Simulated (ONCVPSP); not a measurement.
# Before and after: ONCV potential for Ti

Ti, optimised norm-conserving Vanderbilt (ONCV), made with ONCVPSP 4.0.1 (LDA (Perdew-Wang 92), scalar-relativistic). Core [Ne], reference 3s2 3p6 3d2 4s1.75 4p0.25. Waves: 3s+4s: rc 1.55 bohr, ncon 4, nbas 9, qcut 9.6 1/bohr, 2 projectors; 3p+4p: rc 2.10 bohr, ncon 5, nbas 8, qcut 8.3 1/bohr, 2 projectors; 3d: rc 2.25 bohr, ncon 4, nbas 9, qcut 7.6 1/bohr, 2 projectors, debl 3.3 Ha. Local part: polynomial inside 1.00 bohr (lpopt 1, dvloc0 6 Ha). Core correction: none.

All-electron outer shells of the reference configuration (LDA (PZ), scalar-relativistic, ld1.x):

```csv
shell,level (eV),outermost node (bohr),outermost maximum (bohr)
2s,-535.81,0.09,0.27
2p,-444.32,–,0.22
3s,-62.61,0.40,0.87
3p,-39.13,0.37,0.90
4s,-4.81,1.24,2.88
3d,-4.79,–,0.97
4p,-1.71,1.39,3.80
```

Change: s: qcut 8.8; p: qcut 7.6; d: qcut 7.

Cutoffs: the cutoffs (Ha) at which the residual kinetic energy of the hardest occupied pseudo-wave falls to 1 and 0.1 mHa per electron; they do not see the model core or the augmentation charge, which bear on the density cutoff. Errors are all-electron minus pseudo energies relative to the spin-unpolarised reference configuration.

**Question.** Predict the effect on cutoff, ghosts and configuration errors.

**Answer.** The potential gets softer (26 Ha and 32 Ha → 24 Ha and 29 Ha); the errors of the 4 common tests hardly move; neither file shows a bound ghost.

| quantity | base | changed |
| --- | --- | --- |
| cutoff, loose | 26 Ha | 24 Ha |
| cutoff, tight | 32 Ha | 29 Ha |
| loose cutoff by channel | s 26 Ha, p 19 Ha, d 20 Ha | s 24 Ha, p 18 Ha, d 19 Ha |
| bound ghosts | none | none |
| GHOST(+) flags under 300 eV | none | none |
| error for 3s2 3p6 3d2 4s2 4p0, meV [ΔE -0.77 eV] | +0.1 | 0.0 |
| error for 3s2 3p6 3d2 4s1 4p0, meV [ΔE 6.76 eV] | +0.2 | +0.2 |
| error for 3s2 3p6 3d2 4s0 4p0, meV [ΔE 20.55 eV] | +1.5 | +1.4 |
| error for 3s2 3p6 3d2 4s0 4p1, meV [ΔE 10.61 eV] | +0.9 | +0.9 |
| s: phases at 1.57 bohr within 0.05 rad from the reference energy up to (Ha; the scan ends near 5) | to the end of the scan | to the end of the scan |
| p: phases at 2.13 bohr within 0.05 rad from the reference energy up to (Ha; the scan ends near 5) | to the end of the scan | to the end of the scan |
| d: phases at 2.28 bohr within 0.05 rad from the reference energy up to (Ha; the scan ends near 5) | 1.0 | 0.9 |
